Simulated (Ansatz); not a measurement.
Consider the formal exchange of groups at a Ge–Br bond: `[CH3][GeH]([F])[Br]` + `C#CF` → `C#[C][GeH]([CH3])[F]` + `FBr`.

Isolated molecules relaxed with PBE0-D4/def2-TZVP in Ansatz; ΔE leaves out vibrations. CCSD(T)/CBS adds triple-zeta CCSD(T) − MP2 to the extrapolated MP2 energy (def2 sets, frozen cores). This one scheme is used for every species. DFT in def2-TZVPP. For Br, Ge outer-core shells are correlated without core-valence functions, which leaves a few kJ/mol of doubt a bond. Scalar relativity is left out up to krypton.

```
             level  ΔE (kcal/mol)
               PBE           41.9
CCSD(T)/def2-TZVPP           40.2
```

Problem. What does CCSD(T)/CBS give? (Estimate.)

Solution. Computed: +40.6 kcal/mol. The listed levels differ from it by 1.3, -0.4 kcal/mol.

Largest T1 diagnostic among the species: 0.013.

At CCSD(T), def2-SVP lies +5.6 kcal/mol from the extrapolated value and def2-TZVPP −0.4 kcal/mol. In def2-TZVPP, CCSD(T) changes the Hartree–Fock value by −6.4 kcal/mol (the triples alone add −1.0 kcal/mol) and MP2 by −4.3 kcal/mol. From r2SCAN to r2SCAN0 (25 % exact exchange), in def2-TZVPP and without D4, ΔE moves by +2.4 kcal/mol.
